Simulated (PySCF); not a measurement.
This PySCF input asks for the NMR shieldings of SMILES NB[C@]1(C2CC2)CC[SiH2]1, C6H14BNSi; the geometry comes from GFN2-xTB.

```python
import basis_set_exchange as bse
import numpy as np
from pyscf import gto, dft
from pyscf.prop import nmr

atoms = """
N    -2.318067   -1.368016   -0.128612
B    -0.976980   -1.548623   -0.415726
C     0.034626   -0.340240   -0.257403
C    -0.625139    0.994108   -0.515855
C    -1.273178    1.781461    0.582605
C    -0.019063    2.288655   -0.064600
C     1.356910   -0.516323   -1.056688
C     2.276471   -1.075187    0.044736
Si    1.015689   -0.594359    1.389136
H    -2.700741   -0.482158    0.158063
H    -3.010401   -2.095498   -0.178843
H    -0.616567   -2.617339   -0.743467
H    -1.126957    1.032346   -1.479778
H    -2.199828    2.302110    0.384370
H    -1.195791    1.397074    1.589702
H    -0.092140    3.148580   -0.714565
H     0.894945    2.259023    0.507864
H     1.717990    0.450837   -1.407976
H     1.260705   -1.174785   -1.920267
H     3.265109   -0.622046    0.066671
H     2.414778   -2.149930   -0.051087
H     1.366002    0.589302    2.182462
H     0.546874   -1.632007    2.312277
"""
names = dict.fromkeys(["N", "B", "C", "Si", "H"], "pcSseg-1")
basis = {el: gto.basis.parse(bse.get_basis(n, elements=[el], fmt="nwchem")) for el, n in names.items()}
mol = gto.M(atom=atoms, basis=basis, charge=0, verbose=0)
mf = dft.RKS(mol, xc="PBE0")
mf.grids.level = 2
mf.grids.alignment = dft.numint.BLKSIZE   # the property module wants whole blocks of grid points
mf.conv_tol = 1e-9
mf.kernel()

calc = nmr.RKS(mf)   # GIAO
C = mf.mo_coeff
Co = C[:, mf.mo_occ > 0]
resp = mf.gen_response(singlet=True, hermi=2)
def vind(x):   # induced exchange potential for any number of trial vectors
    d = np.einsum("pi,xij,qj->xpq", C, 2 * x.reshape(-1, C.shape[1], Co.shape[1]), Co, optimize=True)
    return np.einsum("xpq,pi,qj->xij", resp(d - d.transpose(0, 2, 1)), C, Co, optimize=True).ravel()
mo1, _ = nmr.rhf.solve_mo1(calc, with_cphf=vind)
sigma = calc.kernel(mo1)
for i, s in enumerate(sigma):   # ppm
    w = np.linalg.eigvalsh((s + s.T) / 2)
    print("%2d %-2s iso %8.1f  s11 %8.1f  s22 %8.1f  s33 %8.1f" % (i, mol.atom_pure_symbol(i), w.mean(), *w))
```

Question: What are the results?

Answer: 
```
 0 N  iso    160.4  s11     70.6  s22    191.6  s33    219.1
 1 B  iso     58.0  s11     16.3  s22     47.2  s33    110.6
 2 C  iso    147.6  s11    123.1  s22    148.1  s33    171.6
 3 C  iso    168.9  s11    129.1  s22    165.2  s33    212.5
 4 C  iso    179.1  s11    150.6  s22    177.0  s33    209.7
 5 C  iso    184.3  s11    151.5  s22    177.9  s33    223.5
 6 C  iso    152.4  s11    133.4  s22    145.1  s33    178.7
 7 C  iso    182.7  s11    166.1  s22    179.9  s33    202.0
 8 Si iso    389.6  s11    345.2  s22    379.5  s33    444.3
 9 H  iso     27.4  s11     20.2  s22     29.8  s33     32.1
10 H  iso     27.6  s11     22.5  s22     24.0  s33     36.3
11 H  iso     26.4  s11     24.9  s22     25.5  s33     28.7
12 H  iso     30.9  s11     24.3  s22     28.6  s33     39.7
13 H  iso     31.1  s11     25.8  s22     26.1  s33     41.6
14 H  iso     31.9  s11     26.4  s22     30.6  s33     38.7
15 H  iso     31.3  s11     25.1  s22     26.7  s33     42.3
16 H  iso     31.4  s11     25.1  s22     29.8  s33     39.2
17 H  iso     29.4  s11     25.5  s22     30.2  s33     32.5
18 H  iso     29.1  s11     25.1  s22     27.1  s33     35.0
19 H  iso     30.6  s11     26.0  s22     27.4  s33     38.5
20 H  iso     30.2  s11     26.3  s22     27.4  s33     36.8
21 H  iso     27.2  s11     23.9  s22     26.8  s33     30.9
22 H  iso     27.4  s11     24.2  s22     25.0  s33     32.9
```

These numbers come from an equivalent density-fitted implementation of the same equations, which agrees with the script to about 0.01 ppm for H and up to a few tenths of a ppm for heavy atoms, so last digits may differ.

Size and cost of the density-fitted run: 230 basis functions, 2.3 min wall time on 1 thread of an Intel Xeon, shared host; peak memory 1.1 GiB.
